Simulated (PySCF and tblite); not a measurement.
Results of a calculation; reference values are marked as such.
System: C₈H₇N, numbered as in [N:1]#[C:2][CH:3]1[CH:4]=[CH:5][CH:6]=[CH:7][CH:8]=[CH:9]1.

Motion: inversion of the 7-membered ring (3–4–5–6–7–8–9). GFN2-xTB gives an electronic barrier of 7.2 kcal/mol and a reaction energy of 0.0 kcal/mol.

PBE0/pcSseg-1 + D3(BJ) on GFN2-xTB geometries gives 8.3 kcal/mol and k(298 K) = 1.9×10⁶ s⁻¹.

(1) What does PBE0/6-31++G** + D3(BJ) give on GFN2-xTB geometries?

Programs: tblite and PySCF.

Answers

(1) A barrier of 8.6 kcal/mol, 0.3 above the first DFT barrier (from unrounded values), a reaction energy of 2.2 kcal/mol and, with GFN2-xTB thermal terms, ΔG‡(298 K) = 9.2 kcal/mol and k = 1.2×10⁶ s⁻¹ (1 equivalent path).
